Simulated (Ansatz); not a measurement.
C2H2AlFO2, SMILES `O=[C]1O[CH](F)[AlH]1`, charge 0, multiplicity 1.

(1) Give a relaxed structure at PBE0-D4/def2-TZVP (Ansatz). (An estimate is asked.)

## Answers

(1) Ansatz gave: 
Z-matrix (Å, degrees):
```
C
F 1 1.391
Al 1 1.996 2 110.5
O 1 1.413 2 108.4 3 97.3
H 1 1.089 2 106.9 3 -146.0
C 3 2.016 1 70.4 2 105.0
H 3 1.580 1 145.3 2 -74.8
O 6 1.182 3 149.5 1 180.0
```
